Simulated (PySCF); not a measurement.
C₃H₁₀Si, charge -1, doublet, at the geometry of the source list (a state made from the parent by changing its charge; the spin is typed, not shown lowest) (in this run its highest filled SCF level lies above zero, so its values depend strongly on the basis, on diffuse functions most of all); PBE/def2-SVP (PySCF).

Here is a job for PySCF.
```python
from pyscf import gto, scf, dft

mol = gto.M(
    atom='''
Si    0.06090000    0.22490000    0.46560000
C    -0.93200000    1.38420000   -0.67160000
C     1.76960000   -0.11080000   -0.30300000
C    -0.87690000   -1.41820000    0.67490000
H     0.23360000    0.86220000    1.78490000
H    -1.08030000    0.94810000   -1.65580000
H    -1.91320000    1.59710000   -0.25810000
H    -0.42270000    2.33340000   -0.80880000
H     2.36230000   -0.76890000    0.32530000
H     1.68360000   -0.58130000   -1.27870000
H     2.33130000    0.80940000   -0.43310000
H    -1.02380000   -1.91880000   -0.27830000
H    -1.85700000   -1.25970000    1.11460000
H    -0.33550000   -2.10170000    1.32220000
''',
    basis='def2-svp',
    charge=-1,
    spin=1,
    verbose=4,
)

mf = dft.UKS(mol)
mf.xc = 'pbe'
mf.kernel()
```

Output, abridged:

```
PySCF version 2.14.0

[INPUT] verbose = 4
[INPUT] num. atoms = 14
[INPUT] num. electrons = 43
[INPUT] charge = -1
[INPUT] spin (= nelec alpha-beta = 2S) = 1
[INPUT] symmetry False subgroup None
[INPUT] Mole.unit = angstrom
[INPUT] Symbol           X                Y                Z      unit          X                Y                Z       unit  Magmom
[INPUT]  1 Si     0.060900000000   0.224900000000   0.465600000000 AA    0.115084320986   0.424999405415   0.879856483597 Bohr   0.0
[INPUT]  2 C     -0.932000000000   1.384200000000  -0.671600000000 AA   -1.761224748095   2.615758901623  -1.269140065258 Bohr   0.0
[INPUT]  3 C      1.769600000000  -0.110800000000  -0.303000000000 AA    3.344059350030  -0.209381654602  -0.572587015743 Bohr   0.0
[INPUT]  4 C     -0.876900000000  -1.418200000000   0.674900000000 AA   -1.657100838631  -2.680009589858   1.275376161469 Bohr   0.0
[INPUT]  5 H      0.233600000000   0.862200000000   1.784900000000 AA    0.441440022698   1.629321864600   3.372972159736 Bohr   0.0
[INPUT]  6 H     -1.080300000000   0.948100000000  -1.655800000000 AA   -2.041471132368   1.791649338700  -3.129008517055 Bohr   0.0
[INPUT]  7 H     -1.913200000000   1.597100000000  -0.258100000000 AA   -3.615424021518   3.018081593543  -0.487738312750 Bohr   0.0
[INPUT]  8 H     -0.422700000000   2.333400000000  -0.808800000000 AA   -0.798787232854   4.409486939060  -1.528410489548 Bohr   0.0
[INPUT]  9 H      2.362300000000  -0.768900000000   0.325300000000 AA    4.464100024060  -1.453010417178   0.614727908321 Bohr   0.0
[INPUT] 10 H      1.683600000000  -0.581300000000  -1.278700000000 AA    3.181542903318  -1.098497796210  -2.416392795481 Bohr   0.0
[INPUT] 11 H      2.331300000000   0.809400000000  -0.433100000000 AA    4.405518514199   1.529544325223  -0.818440384549 Bohr   0.0
[INPUT] 12 H     -1.023800000000  -1.918800000000  -0.278300000000 AA   -1.934701606330  -3.626006487815  -0.525910780466 Bohr   0.0
[INPUT] 13 H     -1.857000000000  -1.259700000000   1.114600000000 AA   -3.509221413317  -2.380487999115   2.106288738440 Bohr   0.0
[INPUT] 14 H     -0.335500000000  -2.101700000000   1.322200000000 AA   -0.634003114792  -3.971637395998   2.498595881900 Bohr   0.0

nuclear repulsion = 173.75859716049
number of shells = 56
number of NR pGTOs = 178
number of NR cGTOs = 110
basis = def2-svp
ecp = {}

******** <class 'pyscf.dft.uks.UKS'> ********
method = UKS
initial guess = minao
damping factor = 0
level_shift factor = 0
DIIS = <class 'pyscf.scf.diis.CDIIS'>
diis_start_cycle = 1
diis_space = 8
diis_damp = 0
SCF conv_tol = 1e-09
SCF conv_tol_grad = None
SCF max_cycles = 50
direct_scf = True
direct_scf_tol = 1e-13
number electrons alpha = 22  beta = 21
XC library pyscf.dft.libxc version 7.1.2
    S. Lehtola, C. Steigemann, M. J. T. Oliveira, and M. A. L. Marques,  SoftwareX 7, 1–5 (2018)
XC functionals = pbe
    J. P. Perdew, K. Burke, and M. Ernzerhof,  Phys. Rev. Lett. 77, 3865 (1996)
    J. P. Perdew, K. Burke, and M. Ernzerhof,  Phys. Rev. Lett. 78, 1396 (1997)
    J. P. Perdew, K. Burke, and M. Ernzerhof,  Phys. Rev. Lett. 77, 3865 (1996)
    J. P. Perdew, K. Burke, and M. Ernzerhof,  Phys. Rev. Lett. 78, 1396 (1997)
radial grids:
    Treutler-Ahlrichs [JCP 102, 346 (1995); DOI:10.1063/1.469408] (M4) radial grids

becke partition: Becke, JCP 88, 2547 (1988); DOI:10.1063/1.454033
pruning grids: <function nwchem_prune>
grids dens level: 3
symmetrized grids: False
atomic radii adjust function: <function treutler_atomic_radii_adjust>
small_rho_cutoff = 0
Set gradient conv threshold to 3.16228e-05
tot grids = 159616
init E= -409.12133548394

cycle= 1 E= -409.054638825198  delta_E= 0.0667  |g|= 0.541  |ddm|= 8.84
cycle= 2 E= -408.782238219737  delta_E= 0.272  |g|= 0.867  |ddm|= 6.77
cycle= 3 E= -409.231409153214  delta_E= -0.449  |g|= 0.0379  |ddm|= 3.11
cycle= 4 E= -409.232148246213  delta_E= -0.000739  |g|= 0.025  |ddm|= 0.751
cycle= 5 E= -409.232637478912  delta_E= -0.000489  |g|= 0.00283  |ddm|= 0.36
cycle= 6 E= -409.232642088502  delta_E= -4.61e-06  |g|= 0.0017  |ddm|= 0.0935
cycle= 7 E= -409.232643607372  delta_E= -1.52e-06  |g|= 0.00111  |ddm|= 0.0861
cycle= 8 E= -409.232644700029  delta_E= -1.09e-06  |g|= 6.85e-05  |ddm|= 0.0357
cycle= 9 E= -409.23264470521  delta_E= -5.18e-09  |g|= 2.69e-05  |ddm|= 0.00163
cycle= 10 E= -409.232644705651  delta_E= -4.41e-10  |g|= 1.2e-05  |ddm|= 0.0003
Extra cycle  E= -409.2326447056  delta_E= 5.1e-11  |g|= 1.49e-05  |ddm|= 0.000213
converged SCF energy = -409.2326447056  <S^2> = 0.75069702  2S+1 = 2.0006969
```
